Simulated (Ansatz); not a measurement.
A nudged elastic band was laid between two geometries of CH8GeSSi (12 atoms, charge 0, multiplicity 1).

All numbers below come from Ansatz 0.2.0, RKS PBE/def2-SVP.

| Property | Result |
| --- | --- |
| movable images | 7 |
| climbing image | yes |
| spring | 5.0 eV/Å² |
| optimiser | lbfgs |
| start path | through a guess of the saddle point |
| force threshold | 0.03 eV/Å |
| iteration limit | 60 |
| end points | relaxed |
| largest step | 0.02 Å |

First end point:

```xyz
12
Properties=species:S:1:pos:R:3
C -1.645 1.414 -0.245
S -0.540 1.442 1.220
Ge 0.233 -0.673 1.172
Si 1.677 -0.971 -0.724
H -1.091 1.200 -1.180
H -2.082 2.428 -0.322
H -2.468 0.683 -0.123
H -0.976 -1.659 1.143
H 1.006 -0.844 2.507
H 2.872 -0.068 -0.589
H 0.941 -0.612 -1.987
H 2.150 -2.397 -0.838
```

Last end point:

```xyz
12
Properties=species:S:1:pos:R:3
C -1.589 1.163 -0.264
S -0.510 0.857 1.182
Ge -0.002 -1.614 0.936
Si 1.683 -0.967 -0.765
H -0.917 1.184 -1.142
H -2.090 2.144 -0.156
H -2.324 0.345 -0.385
H -1.509 0.788 2.114
H 1.105 -1.349 2.080
H 2.598 0.197 -0.446
H 1.060 -0.636 -2.107
H 2.572 -2.166 -1.013
```

What changes between the two ends?

Bonds broken: Ge3–H8. Bonds formed: S2–H8.

What energy profile does the band end with?

It did not converge within its limit. The highest image is number 4 of 0 to 8, 164.6 kJ/mol above the first end and 62.4 kJ/mol above the last; the last end lies 102.2 kJ/mol above the first. The band didn't meet its force threshold, so its energies are provisional: the largest band force was still 0.29 eV/Å, and over the last iterations the top stayed at 1.71 eV. The orbitals stay closed-shell, which can raise the energy where a bond breaks towards radicals; this wasn't checked here.

```csv
image,path coordinate (Å),energy (kJ/mol),Ge3–H8 (Å),S2–H8 (Å)
0,0.00,0.0,1.56,3.13
1,0.52,5.0,1.56,3.03
2,1.03,31.5,1.54,2.75
3,1.53,111.1,1.54,2.26
4,2.03,164.6,1.66,1.75
5,2.45,144.7,2.02,1.43
6,2.88,126.1,2.44,1.36
7,3.30,107.2,2.83,1.36
8,3.72,102.2,3.07,1.37
```

Time of the run: 8 min on 2 threads of Intel(R) Xeon(R) 6975P-C (Granite Rapids), with other jobs on the host, peak memory 0.18 GiB.
